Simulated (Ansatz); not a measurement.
Reaction (substitution at a C–B bond): `CC(C)BS` + `N[Si](Cl)(Cl)Cl` → `CC(C)N[Si](Cl)(Cl)Cl` + `BS`

Isolated molecules relaxed with PBE0-D4/def2-TZVP in Ansatz; ΔE leaves out vibrations. CBS: MP2 limit from def2 TZ/QZ plus the TZ coupled-cluster correction, frozen cores. This one scheme is used for every species. DFT in def2-TZVPP. B3LYP here is the variant with VWN-RPA as its local correlation; programs differ in this. HSE06 is defined as in plane-wave codes. One conformer a species, not always the lowest.

```tsv
level	ΔE (kJ/mol)	difference from CCSD(T)/CBS
LDA (SPW92)	50.5	1.2
PBE-D4	50.6	1.3
revPBE-D4	48.1	-1.2
BLYP-D4	44.5	-4.8
r2SCAN-D4	51.6	2.3
B97M-V	53.6	4.3
PBE0-D4	50.3	1.0
B3LYP-D4	45.2	-4.1
r2SCANh-D4	51.5	2.2
r2SCAN0-D4	51.3	2.0
HSE06-D4	50.6	1.3
BHLYP-D4	44.4	-4.9
CAM-B3LYP-D4	44.4	-4.9
ωB97M-V	48.4	-0.9
B2PLYP	50.7	1.4
PBE-QIDH	52.3	3.0
PBE	55.3	6.0
revPBE	57.4	8.1
BLYP	52.8	3.5
r2SCAN	53.7	4.4
PBE0	54.9	5.6
B3LYP	52.1	2.8
r2SCANh	53.8	4.5
r2SCAN0	53.8	4.5
BHLYP	50.1	0.8
CAM-B3LYP	49.3	0.0
LC-ωPBE	53.3	4.0
RPA@PBE/def2-TZVPP	40.9	-8.4
CCSD/def2-SVP	33.7	-15.6
CCSD(T)/def2-SVP	32.6	-16.7
HF/def2-TZVPP	45.9	-3.4
MP2/def2-TZVPP	50.0	0.7
SCS-MP2/def2-TZVPP	46.8	-2.5
CCSD/def2-TZVPP	47.7	-1.6
CCSD(T)/def2-TZVPP	47.2	-2.1
MP2/def2-QZVPP	51.3	2.0
SCS-MP2/def2-QZVPP	48.3	-1.0
HF/CBS(def2)	46.1	-3.2
MP2/CBS(def2)	52.1	2.8
CCSD/CBS(def2)	49.8	0.5
CCSD(T)/CBS	49.3	0
```

Q: What do rigid-rotor, harmonic-oscillator terms from PBE0-D4/def2-TZVP frequencies (298.15 K, 1 bar) make of the CCSD(T)/CBS value? (Estimate.)

A: Ansatz gave: ΔZPE = -2.9 kJ/mol, ΔH = +46.7 kJ/mol, ΔS = -7 J/(mol·K), ΔG = +48.8 kJ/mol. Modes under 50 cm⁻¹ make the entropy rough.

Largest T1 diagnostic among the species: 0.015.

The D4 term adds −6.9 kJ/mol with B3LYP and −4.6 kJ/mol with PBE0; it sums over pairs of atoms, weighted by their polarisabilities, and B3LYP, whose exchange is more repulsive, gets the larger term. Leaving LDA and LC-ωPBE aside and taking each functional with its dispersion term where it has one, the values spread over 9.2 kJ/mol, from BHLYP-D4 to B97M-V. LDA lies −4.8 kJ/mol from PBE without D4. At CCSD(T), def2-SVP lies −16.7 kJ/mol from the extrapolated value and def2-TZVPP −2.1 kJ/mol.
